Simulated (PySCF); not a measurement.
C₈H₇O (doublet state).
Structure used (GFN2-xTB), in Å, numbered top down from 1:
```
atom  x, y, z in Å
C1    -2.589    0.055    2.260
C2    -2.032    0.297    1.228
C3    -1.333    0.513   -0.033
C4    -0.295   -0.543   -0.228
C5     1.030   -0.251   -0.262
C6     2.213    0.047   -0.287
C7     3.616    0.369   -0.330
C8    -2.393    0.525   -1.126
O9    -2.415   -0.179   -2.091
H10   -3.068   -0.132    3.174
H11   -0.872    1.509   -0.010
H12   -0.632   -1.559   -0.350
H13    4.190   -0.360    0.244
H14    3.976    0.353   -1.361
H15    3.789    1.363    0.084
H16   -3.193    1.267   -0.925
```

The hyperfine couplings belong to this conformer and change with its torsions.

As a line formula: `C#C[C@@H]([CH]C#CC)C=O` [radical].

Computed, not measured: UKS B3LYP, pcH-1 on C H O, non-relativistic, mean-field spin-orbit, GIAO (PySCF 2.14.0). Geometry: GFN2-xTB, one conformer, isolated molecule. GFN2-xTB frequencies show an imaginary mode (29i cm⁻¹), so this geometry is no minimum at that level. A GFN2-xTB geometry isn't a minimum of the functional, and hyperfine couplings can be far from their values at a DFT geometry. The SCF solution wasn't tested for stability.

Largest spin populations (Mulliken): C4 (+0.76), C6 (+0.52) and C5 (-0.25). The positive populations add up to 1.39 and the negative ones to -0.39, together 2S = 1. The angles at C4 add up to 360.0°, so it is planar; its axial dipolar tensor and the negative coupling of its proton fit spin in a p orbital normal to that plane.

Problem. McConnell's relation a(H) = Q·ρ ties the coupling of a proton on a planar π carbon to the spin population of that carbon. What Q do the computed values give?

Solution. 
```csv
H,C,ρ(C),a(H) (G),a/ρ (G)
H12,C4,+0.757,-18.56,-24.5
```

One proton gives one ratio, Q = -24.5 G, and no test of linearity. In every row coupling and population have opposite signs.

Couplings in gauss use g_iso = 2.0027.

The run took 85 s of wall time (with the writing of density and orbital grids) on one thread of an Arm Neoverse V1 (shared host), and the process peaked at 0.97 GiB of memory.
